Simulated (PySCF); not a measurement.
Relaxation of singlet GaF₃

All numbers come from PBE0 in PySCF with Ga def2-TZVP, F def2-TZVP; no relativity; density-fitted integrals. A (50,194) grid was used.

A hand-made trigonal pyramidal start, of C3v symmetry, held to at least that symmetry:

Coordinates in bohr (charge 0 multiplicity 1):
```
Ga    0.0000    0.0000   -0.7549
F     3.1369   -0.0001    0.9129
F    -1.5684    2.7166    0.9129
F    -1.5685   -2.7166    0.9129
```

(1) What does it relax to?

(2) How much energy is released, and in how many steps?

Results:

(1) It ends at D3h with Ga–F 1.724 Å (×3); F–Ga–F 120.0° (×3). A frequency run shows a minimum.

(2) 226.7 kJ/mol in 7 steps.

The relaxation took of the order of 60 core-seconds on a shared host.
